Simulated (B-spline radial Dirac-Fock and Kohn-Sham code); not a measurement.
Z = 61 (promethium), transition energy 2000 keV. Level of theory: a Dirac-Hartree-Slater potential of the neutral atom with a Latter tail (no hole, which puts coefficients of high multipoles low close above an edge), finite nucleus with surface currents; a radial finite-basis atomic code. Subshells that would emit electrons below 1 keV are left out, and so is internal pair formation.

**Question.** A pure transition shows α(K) = 0.00139, L1/L2 = 22.5 and L1/L3 = 124. What is its multipolarity?
A. M1
B. E2
C. E1
D. E3
E. E4
F. M3
G. M2
H. M4

**Answer.** G. For comparison, α(K), L1/L2, L1/L3 are E1 0.000258, 50.1, 33.9; E2 0.000525, 23.9, 41.6; E3 0.000929, 13.1, 43.7; E4 0.00152, 8.45, 40.5; M1 0.000647, 31.6, 90.3; M3 0.00236, 16.8, 96.6; M4 0.00372, 13.1, 56.2.

Run: 8.2 s of CPU time on 1 thread of Neoverse-V1 (shared host), peak memory 0.92 GiB.

Values without a named source are computed, but for edge energies of neutral atoms, which are taken from tables.
